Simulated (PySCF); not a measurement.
Molecule: sum formula H₅SiNO₃, net charge 0, singlet state. 
Structure (B3LYP-D3(BJ)/def2-TZVP (Ansatz) minimum search):
```
Si
O 1 1.6386
H 2 0.9603 1 115.99
O 1 1.6449 2 107.20 3 27.25
H 4 0.9603 1 116.37 2 -137.92
O 1 1.6463 2 115.88 3 -87.54
H 6 0.9605 1 116.38 2 -69.41
N 1 1.7005 2 103.64 3 153.15
H 8 1.0065 1 121.51 2 176.64
H 8 1.0070 9 111.93 1 -151.57
```
Charge 0, spin multiplicity 1.

Dispersion corrections to the total energy (kcal/mol) from the dftd3 and dftd4 libraries through PySCF: D3(BJ) without and D4 with the three-body term, each with the damping fitted for the functional named.

```csv
functional,D3(BJ),D4
B2PLYP,-3.48,-3.23
HSE06,-2.77,-3.60
PBE0,-3.68,(withheld)
TPSS,-5.36,-6.30
LC-wPBE,(withheld),-5.17
BHLYP,(withheld),-5.48
TPSSh,-4.92,-5.70
```

Task: Complete the blanks.

Result: 
- PBE0, D4: -3.89
- LC-wPBE, D3(BJ): -4.00
- BHLYP, D3(BJ): -5.90
